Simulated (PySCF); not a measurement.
SnCl3, SMILES [Cl][Sn]([Cl])[Cl], multiplicity 2.

The structure is a stationary point at PBE0-D3(BJ)/def2-SVP. The spin state was assumed, not searched. The isomer is the one that the SMILES or the coordinates give; other isomers of the formula were not compared. The def2 effective core potentials stand for the cores of Sn; spin–orbit coupling is left out.

The numbers are results of PySCF with M06-2X/def2-TZVPD, not measurements.

Gas-phase values at a fixed geometry.

| Property | Value |
|---|---|
| total energy | -1594.96307 hartree |
| point group | C3v |
| α spin, highest occupied and lowest empty level | -9.04 and -0.71 eV |
| β spin, highest occupied and lowest empty level | -10.73 and -4.57 eV |
| dipole moment | 2.29 D |
| quadrupole, principal values (traceless, Buckingham form, about the centre of nuclear charge) | -3.26, -3.26, 6.52 D·Å |
| mean static polarisability | 85.9 bohr³ (12.73 Å³) |
| polarisability, principal values | 65.5, 96.1, 96.1 bohr³ |
| ⟨S²⟩ | 0.756 (pure state 0.75) |
